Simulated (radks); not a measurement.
Values are calculated unless marked as measured or tabulated.
These are the eigenvalues of the occupied orbitals of an atom or ion with whole-number occupations (eV). Level of theory: Dirac Kohn-Sham, PBE, spin-unpolarised, spherical densities, finite nucleus; Fermi nuclear charge, rms radius of each element as measured or else 0.836 A^(1/3) + 0.57 fm (a radial shooting solver on a logarithmic mesh with Libxc functionals).

orbital  eigenvalue
1s1/2     -83005.12
2s1/2     -14707.48
2p1/2     -14115.92
2p3/2     -12168.34
3s1/2     -3496.653
3p1/2     -3229.141
3p3/2     -2797.761
3d3/2     -2353.207
3d5/2     -2260.768
4s1/2     -775.7713
4p1/2     -660.8710
4p3/2     -556.7148
4d3/2     -368.5333
4d5/2     -349.1125
5s1/2     -126.8577
4f5/2     -106.9893
4f7/2     -102.7968
5p1/2      -88.9565
5p3/2      -70.7160
5d3/2      -19.9911
5d5/2      -18.1178
6s1/2      -14.7105

Which element is it, and in what charge state? The configuration may be excited. Open shells, if any, fill j = l - 1/2 first.

Answer. Z = 80, mercury, charge +1: Hg+ in [Xe] 4f14 5d10 6s1. The list shows which subshells hold electrons but not how many an open one holds; the 1s level, -3050.4 hartree, gives Z - s = 78.1 by -(Z - s)^2/2, which with screening and relativity narrows Z to a few neighbours, and the depths of the outer levels then fix element, charge and occupations together.
